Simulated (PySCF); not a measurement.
In2(mu-Cl)2(Cl)4, Cl₆In₂, singlet, CAM-B3LYP/def2-SVP optimised geometry.

```
8

In     1.78    -1.94    -2.38
In    -0.88    -1.09     0.00
Cl    -0.75    -1.94    -2.38
Cl     2.55    -0.25    -3.76
Cl     2.55    -4.12    -2.38
Cl     1.65    -1.09     0.00
Cl    -1.65     1.09     0.00
Cl    -1.65    -2.78     1.38
```

Density from CAM-B3LYP/def2-TZVP, def2 effective core potentials past Kr run with PySCF at that geometry. The core electrons that the potentials of In replace are not part of the density.

Minimum of the electron density along straight lines between bonded atoms, close to the bond critical point (lines longer than 1.1 times the sum of covalent radii, or with two minima, are not listed):

| bond | length / Å | ρ at the minimum / e bohr⁻³ | ∇²ρ there / e bohr⁻⁵ | position (fraction from the first atom) |
|---|---|---|---|---|
| In1–Cl3 | 2.530 | 0.056 | 0.14 | 0.47 |
| In2–Cl3 | 2.530 | 0.056 | 0.14 | 0.47 |
| In1–Cl4 | 2.315 | 0.089 | 0.21 | 0.48 |
| In1–Cl5 | 2.315 | 0.089 | 0.21 | 0.48 |
| In1–Cl6 | 2.530 | 0.056 | 0.14 | 0.47 |
| In2–Cl6 | 2.530 | 0.056 | 0.14 | 0.47 |
| In2–Cl7 | 2.315 | 0.089 | 0.21 | 0.48 |
| In2–Cl8 | 2.315 | 0.089 | 0.21 | 0.48 |
